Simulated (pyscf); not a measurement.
Single points on ωB97X-D3(BJ)/def2-SVP structures (PySCF, gas phase).

Question: What is the homolytic dissociation enthalpy (298 K, ωB97M-D3(BJ)/def2-TZVP) of the Br–W bond of O=W(=O)(OH)–Br, to [O=W(=O)–OH]• + Br•?

Answer: Br–W to [O=W(=O)–OH]• + Br•: 3.90 eV. The 7 functionals that were run give +3.79 (M06-2X) to +4.42 eV (ωB97X-D3(BJ)/def2-TZVP). The radicals are drawn with the spin at the cut bond; how far it spreads was not checked. Other isomers of [O=W(=O)–OH]• were not searched in full and may lie lower. Left out: the spin-orbit lowering of Br, which is large for Br, Se, Te and I. Open-shell species with a d-block atom are single-reference here; other states, and whether the spin sits on metal or ligand, were not checked. Elements up to Kr have no core potential and no relativistic terms here. Elements past Kr carry the def2 core potentials, without spin-orbit coupling.
